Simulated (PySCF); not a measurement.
**Electron correlation in Ga (gallium, neutral)**

[Ar] 3d10 4s2 4p1, 2P determinant. All numbers are calculated (PySCF 2.14, scalar relativity through the core potential, in aug-cc-pwCVTZ-PP with ECP10MDF). Frozen: 3s2 3p6 3d10; 3 electrons correlated.

| level | correlation energy (mhartree) |
| --- | --- |
| CCSD | -47.67 |
| (T) | -0.93 |
| CCSD(T) | -48.60 |

Diagnostics: T1 = 0.014, D1 = 0.0318, largest double amplitude 0.047.

Is a single reference adequate?

Yes, within this model without spin-orbit coupling: T1 lies below 0.03 and no double amplitude reaches 0.07.
